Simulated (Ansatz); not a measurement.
Isolated molecules relaxed with PBE0-D4/def2-TZVP in Ansatz; ΔE leaves out vibrations. CCSD(T)/CBS adds triple-zeta CCSD(T) − MP2 to the extrapolated MP2 energy (def2 sets, frozen cores). This one scheme is used for every species. DFT in def2-TZVPP. B3LYP here is the variant with VWN-RPA as its local correlation; programs differ in this. HSE06 is defined as in plane-wave codes. For Ge outer-core shells are correlated without core-valence functions, which leaves a few kJ/mol of doubt a bond. Scalar relativity is left out up to krypton. Each species was taken in one conformer, which may not be the lowest.

Consider the cleavage of the Ge–Si bond: `[SiH3][GeH2][CH2]S` + HCl → `S[CH2][GeH2][Cl]` + SiH₄.

`[SiH3][GeH2][CH2]S`:

Cartesian coordinates in Å:
```
Si 1.369 -1.393 -0.064
Ge -0.345 -0.012 -0.972
C -0.639 1.499 0.256
S -0.895 0.937 1.955
H 2.444 -0.530 0.495
H 1.952 -2.247 -1.134
H 0.837 -2.272 1.007
H -1.676 -0.784 -1.075
H 0.010 0.512 -2.380
H -1.459 2.139 -0.074
H 0.267 2.106 0.286
H -1.866 0.044 1.700
```

HCl:

Z-matrix (Å, degrees):
```
Cl
H 1 1.279
```

`S[CH2][GeH2][Cl]`:

```xyz
9

S     1.094    0.582   -1.671
C    -0.449    0.483   -0.739
Ge   -0.323   -0.715    0.798
Cl    1.257    0.075    2.048
H     1.893    0.869   -0.629
H    -0.791    1.471   -0.426
H    -1.192    0.073   -1.427
H    -1.593   -0.710    1.664
H     0.104   -2.128    0.384
```

SiH₄:

```xyz
5

Si    0.000    0.000    0.000
H    -0.783   -1.217   -0.333
H     0.792   -0.243    1.232
H    -0.926    1.138    0.224
H     0.917    0.321   -1.123
```

```json
{"level": "LDA (SPW92)", "ΔE (kJ/mol)": "-49.4", "difference from CCSD(T)/CBS": "11.3"}
{"level": "PBE-D4", "ΔE (kJ/mol)": "-52.7", "difference from CCSD(T)/CBS": "8.0"}
{"level": "revPBE-D4", "ΔE (kJ/mol)": "-54.6", "difference from CCSD(T)/CBS": "6.1"}
{"level": "BLYP-D4", "ΔE (kJ/mol)": "-62.2", "difference from CCSD(T)/CBS": "-1.5"}
{"level": "r2SCAN-D4", "ΔE (kJ/mol)": "-61.9", "difference from CCSD(T)/CBS": "-1.2"}
{"level": "B97M-V", "ΔE (kJ/mol)": "-66.5", "difference from CCSD(T)/CBS": "-5.8"}
{"level": "PBE0-D4", "ΔE (kJ/mol)": "-56.6", "difference from CCSD(T)/CBS": "4.1"}
{"level": "B3LYP-D4", "ΔE (kJ/mol)": "-64.5", "difference from CCSD(T)/CBS": "-3.8"}
{"level": "r2SCANh-D4", "ΔE (kJ/mol)": "-62.4", "difference from CCSD(T)/CBS": "-1.7"}
{"level": "HSE06-D4", "ΔE (kJ/mol)": "-56.8", "difference from CCSD(T)/CBS": "3.9"}
{"level": "BHLYP-D4", "ΔE (kJ/mol)": "-70.4", "difference from CCSD(T)/CBS": "-9.7"}
{"level": "CAM-B3LYP-D4", "ΔE (kJ/mol)": "-67.1", "difference from CCSD(T)/CBS": "-6.4"}
{"level": "ωB97X-V", "ΔE (kJ/mol)": "-66.3", "difference from CCSD(T)/CBS": "-5.6"}
{"level": "ωB97M-V", "ΔE (kJ/mol)": "-66.1", "difference from CCSD(T)/CBS": "-5.4"}
{"level": "B2PLYP", "ΔE (kJ/mol)": "-68.8", "difference from CCSD(T)/CBS": "-8.1"}
{"level": "PBE-QIDH", "ΔE (kJ/mol)": "-63.8", "difference from CCSD(T)/CBS": "-3.1"}
{"level": "revPBE", "ΔE (kJ/mol)": "-57.1", "difference from CCSD(T)/CBS": "3.6"}
{"level": "BLYP", "ΔE (kJ/mol)": "-66.5", "difference from CCSD(T)/CBS": "-5.8"}
{"level": "r2SCAN", "ΔE (kJ/mol)": "-62.9", "difference from CCSD(T)/CBS": "-2.2"}
{"level": "B3LYP", "ΔE (kJ/mol)": "-68.4", "difference from CCSD(T)/CBS": "-7.7"}
{"level": "r2SCANh", "ΔE (kJ/mol)": "-63.4", "difference from CCSD(T)/CBS": "-2.7"}
{"level": "r2SCAN0", "ΔE (kJ/mol)": "-64.3", "difference from CCSD(T)/CBS": "-3.6"}
{"level": "HSE06", "ΔE (kJ/mol)": "-59.3", "difference from CCSD(T)/CBS": "1.4"}
{"level": "BHLYP", "ΔE (kJ/mol)": "-74.9", "difference from CCSD(T)/CBS": "-14.2"}
{"level": "CAM-B3LYP", "ΔE (kJ/mol)": "-69.9", "difference from CCSD(T)/CBS": "-9.2"}
{"level": "LC-ωPBE", "ΔE (kJ/mol)": "-61.2", "difference from CCSD(T)/CBS": "-0.5"}
{"level": "RPA@PBE/def2-TZVPP", "ΔE (kJ/mol)": "-61.0", "difference from CCSD(T)/CBS": "-0.3"}
{"level": "HF/def2-SVP", "ΔE (kJ/mol)": "-87.6", "difference from CCSD(T)/CBS": "-26.9"}
{"level": "MP2/def2-SVP", "ΔE (kJ/mol)": "-69.1", "difference from CCSD(T)/CBS": "-8.4"}
{"level": "CCSD/def2-SVP", "ΔE (kJ/mol)": "-66.8", "difference from CCSD(T)/CBS": "-6.1"}
{"level": "CCSD(T)/def2-SVP", "ΔE (kJ/mol)": "-65.1", "difference from CCSD(T)/CBS": "-4.4"}
{"level": "HF/def2-TZVPP", "ΔE (kJ/mol)": "-88.0", "difference from CCSD(T)/CBS": "-27.3"}
{"level": "MP2/def2-TZVPP", "ΔE (kJ/mol)": "-66.7", "difference from CCSD(T)/CBS": "-6.0"}
{"level": "SCS-MP2/def2-TZVPP", "ΔE (kJ/mol)": "-70.6", "difference from CCSD(T)/CBS": "-9.9"}
{"level": "CCSD(T)/def2-TZVPP", "ΔE (kJ/mol)": "-61.2", "difference from CCSD(T)/CBS": "-0.5"}
{"level": "HF/def2-QZVPP", "ΔE (kJ/mol)": "-88.8", "difference from CCSD(T)/CBS": "-28.1"}
{"level": "MP2/def2-QZVPP", "ΔE (kJ/mol)": "-66.7", "difference from CCSD(T)/CBS": "-6.0"}
{"level": "SCS-MP2/def2-QZVPP", "ΔE (kJ/mol)": "-71.0", "difference from CCSD(T)/CBS": "-10.3"}
{"level": "HF/CBS(def2)", "ΔE (kJ/mol)": "-88.9", "difference from CCSD(T)/CBS": "-28.2"}
{"level": "CCSD/CBS(def2)", "ΔE (kJ/mol)": "-62.7", "difference from CCSD(T)/CBS": "-2.0"}
{"level": "CCSD(T)/CBS", "ΔE (kJ/mol)": "-60.7", "difference from CCSD(T)/CBS": "0"}
```

Largest T1 diagnostic among the species: 0.011.

From PBE to PBE0 (25 % exact exchange), in def2-TZVPP and without D4, ΔE moves by −3.8 kJ/mol. In def2-TZVPP, CCSD(T) changes the Hartree–Fock value by +26.8 kJ/mol (the triples alone add +2.0 kJ/mol) and MP2 by +21.3 kJ/mol. The D4 term adds +4.0 kJ/mol with B3LYP and +2.5 kJ/mol with PBE0; it sums over pairs of atoms, weighted by their polarisabilities, and B3LYP, whose exchange is more repulsive, gets the larger term.
